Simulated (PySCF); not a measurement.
**Se(2+): ionisation energy**

Se(2+) [Ar] 3d10 4s2 4p2 (3P) → Se(3+) [Ar] 3d10 4s2 4p1 (2P), as a difference of total energies. Calculation: PySCF 2.14, in x2c-QZVPPall with one added diffuse shell each of s, p, d, f type (12s9p6d5f1g, 113 functions); the spin-free X2C one-electron Hamiltonian (Gaussian nucleus). Correlated levels: valence: [Ar] 3d10 frozen; valence and next inner shell: [Ne] frozen. The calculations carry no spin-orbit coupling.

```tsv
method	ionisation energy (eV)
UHF	30.997
LDA	31.755
PBE	31.566
PBE0	31.629
r2SCAN	31.829
HSE06	31.614
BLYP	31.413
TPSSh	31.642
MP2 (valence)	31.429
SCS-MP2 (valence)	31.353
MP2 (valence and next inner shell)	31.619
SCS-MP2 (valence and next inner shell)	31.488
```

A first-order spin-orbit estimate (lowest level to lowest level, LS coupling) adds -0.039 eV.

Errors of the correlated levels include the incompleteness of this basis and the frozen core.

Problem. Which method comes closest to the reference value, and which is furthest?

Solution. The reference is 31.697 ± 0.019 eV (measured; NIST Atomic Spectra Database, ionization energies). Closest: LDA (error 0.019 eV); furthest: UHF (error -0.739 eV), both after the spin-orbit estimate.
